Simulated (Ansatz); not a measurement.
Geometry optimisation, DFT LDA, scalar-relativistic, plane waves, PAW (Ansatz).

Input:

```yaml
crystal:
  lattice:
    - [7.506661, 0.0, 0.0]
    - [0.0, 7.506661, 0.0]
    - [0.0, 0.0, 7.506661]
  atoms:
    - { symbol: O, position: [0.6782429, 0.5549052, -0.0506241] }
    - { symbol: C, position: [0.6425966, 0.5690155, 0.1016514] }
    - { symbol: S, position: [0.5952608, 0.587753, 0.3038625] }
    - { symbol: O, position: [0.0543398, 0.9914631, 0.5325528] }
    - { symbol: C, position: [0.0911093, 0.9542092, 0.6805992] }
    - { symbol: S, position: [0.1399365, 0.9047386, 0.8771944] }
    - { symbol: O, position: [0.3264231, 0.3218321, 0.5620497] }
    - { symbol: C, position: [0.2955898, 0.3517265, 0.7130902] }
    - { symbol: S, position: [0.2546454, 0.3914241, 0.9136612] }
    - { symbol: O, position: [0.9376018, 0.4244503, 0.6528206] }
    - { symbol: C, position: [0.8903384, 0.5449447, 0.5707807] }
    - { symbol: O, position: [0.6729506, 0.0788113, 0.7547395] }
    - { symbol: C, position: [0.696865, 0.2103975, 0.6799301] }
    - { symbol: O, position: [0.4162294, 0.0663942, 0.2722778] }
    - { symbol: C, position: [0.5062346, -0.0526841, 0.2375975] }
basis:
  ecutwfc: 420.0
kpoints:
  mp_grid: { grid: [1, 1, 1] }
hamiltonian:
  xc: lda
scf:
  occupations: { method: fermi_dirac, width: 0.02 }
  lower_state_search: "off"
relax:
  f_tol: 0.3
  max_steps: 15
  adjacent_minimum: "off"
```

Run as:

```bash
$ ansatz run input.yaml --threads 1 --pin off --max-ram 3072MiB --backend cpu --events-out ev --progress --plain --runs-dir out
```

Question: Where does it end, and by what steps?

Answer: The run converged. The threshold is loose, so the end isn't yet a minimum. The force dipped under the threshold on the way, but the program's further checks kept it going. Limits of this set-up: coarse k mesh. After 14 steps the energy has fallen by 0.819 eV; S6 moved furthest, 0.95 Å.

```json
{"step": "0", "energy less start (eV)": "0.0000", "largest force component (eV/Å)": "2.640", "accepted": "yes"}
{"step": "1", "energy less start (eV)": "-0.4348", "largest force component (eV/Å)": "2.074", "accepted": "yes"}
{"step": "2", "energy less start (eV)": "-0.5679", "largest force component (eV/Å)": "1.331", "accepted": "yes"}
{"step": "3", "energy less start (eV)": "-0.6045", "largest force component (eV/Å)": "3.112", "accepted": "yes"}
{"step": "4", "energy less start (eV)": "-0.6409", "largest force component (eV/Å)": "1.554", "accepted": "yes"}
{"step": "5", "energy less start (eV)": "-0.6711", "largest force component (eV/Å)": "1.159", "accepted": "yes"}
{"step": "6", "energy less start (eV)": "-0.7183", "largest force component (eV/Å)": "0.461", "accepted": "yes"}
{"step": "7", "energy less start (eV)": "-0.7461", "largest force component (eV/Å)": "0.271", "accepted": "yes"}
{"step": "8", "energy less start (eV)": "-0.7375", "largest force component (eV/Å)": "1.820", "accepted": "no"}
{"step": "9", "energy less start (eV)": "-0.7593", "largest force component (eV/Å)": "0.489", "accepted": "yes"}
{"step": "10", "energy less start (eV)": "-0.7664", "largest force component (eV/Å)": "1.082", "accepted": "yes"}
{"step": "11", "energy less start (eV)": "-0.7912", "largest force component (eV/Å)": "0.365", "accepted": "yes"}
{"step": "12", "energy less start (eV)": "-0.8020", "largest force component (eV/Å)": "0.541", "accepted": "yes"}
{"step": "13", "energy less start (eV)": "-0.7280", "largest force component (eV/Å)": "2.819", "accepted": "no"}
{"step": "14", "energy less start (eV)": "-0.8187", "largest force component (eV/Å)": "0.161", "accepted": "yes"}
```

```xyz
15
Lattice="7.5067 0.0000 0.0000 0.0000 7.5067 0.0000 0.0000 0.0000 7.5067" Properties=species:S:1:pos:R:3
O 5.425 4.350 -0.173
C 4.914 4.164 0.851
S 4.227 3.894 2.224
O -0.168 7.904 3.722
C 0.468 7.400 4.550
S 1.314 6.727 5.673
O 2.500 2.484 4.324
C 2.431 2.536 5.481
S 2.333 2.602 7.033
O 7.225 3.426 4.662
C 6.883 4.440 4.301
O 5.628 0.603 6.380
C 5.167 1.455 5.801
O 2.584 0.043 2.349
C 3.105 -0.237 1.389
```

Time of the run: 63 s on 1 thread of AMD EPYC 7571, on a shared host, peak memory 0.44 GiB.
